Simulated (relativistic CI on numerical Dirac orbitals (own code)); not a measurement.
Sn3+: calculation against measurement

Calculated at this level of theory: Dirac-Coulomb-Breit CI, orbitals from a KLI potential per configuration, model QED, valence Slater integrals scaled by 0.85, configuration energies shifted to the measured levels that pair with them (semi-empirical) (own radial code, finite nucleus).

Configurations in the expansion (outside the closed core [Kr]): 4d10.5s, 4d10.5p, 4d10.5d, 4d9.5s2, 4d10.6s, 4d10.6p, 4d10.4f, 4d10.6d, 4d10.7s, 4d10.5g, 4d10.5f, 4d9.5s.4f, 4d10.7p, 4d8.5s.5p2, 4d9.5s.5p, 4d9.5p2, 4d10.7d, 4d10.6f, 4d9.5p.5d, 4d8.5s2.5p, 4d8.5s.5d2, 4d9.5s.6p, 4d9.5s.5d, 4d9.4f.5p, 4d9.5s.6s. Levels of other configurations are missing.

| Configuration | Term (tabulated) | J | Measured (cm⁻¹) | Computed | Error | Purity (%) |
| --- | --- | --- | --- | --- | --- | --- |
| 4d10.5s | 2S | 1/2 | 0.0 | 0 | 0 | 99 |
| 4d10.5p | 2P° | 1/2 | 69563.9 | 69821 | 257 | 99 |
| 4d10.5p | 2P° | 3/2 | 76072.3 | 75816 | -257 | 99 |
| 4d10.5d | 2D † | 3/2 | 165304.7 | 165221 | -84 | 99 |
| 4d10.5d | 2D † | 5/2 | 165410.8 | 165491 | 80 | 85 |
| 4d9.5s2 | 2D | 5/2 | 169233.6 | 169237 | 3 | 82 |
| 4d10.6s | 2S | 1/2 | 174138.8 | 174139 | 0 | 100 |
| 4d10.6p | 2P° | 1/2 | 197850.9 | 197926 | 76 | 100 |
| 4d10.6p | 2P° | 3/2 | 200030.8 | 199955 | -76 | 100 |
| 4d10.4f | 2F° | 7/2 | 210257.7 | 210240 | -18 | 100 |
| 4d10.4f | 2F° | 5/2 | 210318.2 | 210336 | 18 | 99 |
| 4d10.6d | 2D | 3/2 | 234795.7 | 234809 | 13 | 100 |
| 4d10.6d | 2D | 5/2 | 235127.7 | 235115 | -13 | 100 |
| 4d10.7s | 2S | 1/2 | 237615.7 | 237616 | 0 | 100 |
| 4d10.5g | 2G | 9/2 | 258282.3 | 258282 | 0 | 100 |
| 4d10.5g | 2G | 7/2 | 258282.7 | 258283 | 0 | 100 |

Measured levels from Moore, Atomic Energy Levels, vol. III, NSRDS-NBS 35 (1971 reprint of NBS Circular 467, 1958); pairs were made by configuration, J and term (by order where the table uses no LS term), so strongly mixed levels may be paired wrongly. The analysis dates from before 1960.

Mean error by configuration (cm⁻¹): 4d10.5p 0; 4d9.5s2 3; 4d10.6s 0; 4d10.6p 0; 4d10.4f 0; 4d10.6d 0; 4d10.7s 0; 4d10.5g 0. Over the excited levels the mean absolute error is 56 cm⁻¹ (15 of the 15 excited levels that our extract of the source holds in range could be paired), and the median relative error of those above 1,000 cm⁻¹ is 0.0056 %, both after the shifts were fitted to these levels, so that a configuration with one level shows no error. † marks terms whose computed intervals miss the measured ones by more than a factor of 2.5, or configurations far off the rest, from wrong mixing, a near crossing or a doubtful label or measurement; they are left out of the means.

Configurations whose levels could be paired with our table of measured levels were shifted onto them, all but the ground configuration, by the median error of their levels; single terms can still be off by 1,000 to 2,000 cm⁻¹ or more, and rates follow the energies as ν³ (E1, M1) or ν⁵ (E2). The others borrow a shift and can be off by several thousand cm⁻¹ or more. The fine structure of a lone outer electron comes out too small, for d and f at times inverted, and misplaced configurations move strength between like terms. 15 of the 15 excited levels that our extract of the measured tables holds in this range could be paired (the sources list more); they are missed by 60 cm⁻¹ on average and 257 at most, after the shifts were fitted to these levels, and levels without a partner can miss by more.

Shifts applied (cm⁻¹): 4d10.5s 0; 4d10.5p -178; 4d10.5d 3096; 4d9.5s2 -6000; 4d10.6s 3273; 4d10.6p 3603; 4d10.4f -900; 4d10.6d 3935; 4d10.7s 4083; 4d10.5g 2773.
